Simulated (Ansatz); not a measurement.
Consider the ligand exchange at a B–Cl bond: `ClBBr` + CH₃NH₂ → `CNBBr` + HCl.

Program: Ansatz. Geometries: PBE0-D4/def2-TZVP. ΔE: electronic, gas phase. CCSD(T)/CBS adds triple-zeta CCSD(T) − MP2 to the extrapolated MP2 energy (def2 sets, frozen cores). This one scheme is used for every species. Functionals use def2-TZVPP. For Br outer-core shells are correlated without core-valence functions, which leaves a few kJ/mol of doubt a bond. Scalar relativity is left out up to krypton. Each species was taken in one conformer, which may not be the lowest.

CCSD(T)/CBS gives -15.3 kcal/mol.

Q: Another level gave -15.0 kcal/mol. Which?
A. LDA (SPW92)/def2-TZVPP
B. CAM-B3LYP/def2-TZVPP
C. PBE0-D4/def2-TZVPP
D. B97M-V/def2-TZVPP

A: C. PBE0-D4 -15.0, LDA (SPW92) -17.4, CAM-B3LYP -16.3, B97M-V -14.0 kcal/mol.

Q: What do rigid-rotor, harmonic-oscillator terms from PBE0-D4/def2-TZVP frequencies (298.15 K, 1 bar) make of the CCSD(T)/CBS value? (Estimate.)

A: The calculation gave: ΔZPE = -1.5 kcal/mol, ΔH = -16.4 kcal/mol, ΔS = -25 J/(mol·K), ΔG = -14.6 kcal/mol.

Largest T1 diagnostic among the species: 0.010.

Leaving LDA and LC-ωPBE aside and taking each functional with its dispersion term where it has one, the values, not all of them listed here, spread over 2.7 kcal/mol, from CAM-B3LYP-D4 to B97M-V. LDA lies −3.3 kcal/mol from PBE without D4. At CCSD(T), def2-SVP lies −0.9 kcal/mol from the extrapolated value and def2-TZVPP −0.3 kcal/mol. From BLYP to BHLYP (50 % exact exchange), in def2-TZVPP and without D4, ΔE moves by −1.2 kcal/mol.
